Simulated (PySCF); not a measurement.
## NMR parameters of B(CCH)3

B(CCH)3, C6H3B, point group D3h.

Bonds: B1-C2 1.523 Å, B1-C5 1.523 Å, B1-C8 1.523 Å, C2-C3 1.219 Å, C5-C6 1.219 Å, C8-C9 1.219 Å. C3 carries H4; C6 carries H7; C9 carries H10.

GIAO calculations in PySCF 2.14.0 with density-fitted response routines on the PBE0-D3(BJ)/def2-SVP structure: isolated species, non-relativistic, equivalent atoms averaged; basis pcSseg-1.

Task: Give the isotropic shieldings (ppm) with B3LYP, PBE0.

Result: 
```json
{"atoms": "C3/C6/C9", "environment": "carbon bonded to C, H", "B3LYP": "63.4", "PBE0": "66.0"}
{"atoms": "C2/C5/C8", "environment": "carbon bonded to C, B", "B3LYP": "81.1", "PBE0": "86.1"}
{"atoms": "B1", "environment": "boron bonded to 3 C", "B3LYP": "67.8", "PBE0": "70.4"}
{"atoms": "H4/H7/H10", "environment": "hydrogen on a carbon bonded to C", "B3LYP": "27.56", "PBE0": "27.32"}
{"atoms": "HOMO–LUMO gap (eV)", "environment": "–", "B3LYP": "4.74", "PBE0": "5.13"}
```

Task: And the chemical shifts, against references computed in the same way?

Result: 
| atoms | nucleus, reference | B3LYP | PBE0 |
| --- | --- | --- | --- |
| C3/C6/C9 | $^{13}$C, TMS | 115.8 | 118.5 |
| C2/C5/C8 | $^{13}$C, TMS | 98.1 | 98.3 |
| B1 | $^{11}$B, BF3·OEt2 | 30.0 | 30.3 |
| H4/H7/H10 | $^{1}$H, TMS | 3.83 | 3.95 |

Task: Which part of the shielding of C3/C6/C9 depends on the functional?

Result: Diamagnetic: B3LYP 260, PBE0 261 ppm; paramagnetic: B3LYP -197, PBE0 -195 ppm.

Task: What couplings does B3LYP/pcJ-1 (spin–dipole term only in couplings to heteroatoms) give?

Result: $^{1}J$(C3,H4) = 266.7, $^{1}J$(C2,C3) = 165.1, $^{1}J$(B1,C2) = 108.7, $^{2}J$(C2,H4) = 45.9, $^{2}J$(B1,C3) = 22.0, $^{2}J$(C2,C5) = 3.6, $^{3}J$(B1,H4) = 3.9 Hz (averaged over equivalent pairs; isotopes $^{13}$C, $^{1}$H, $^{11}$B).
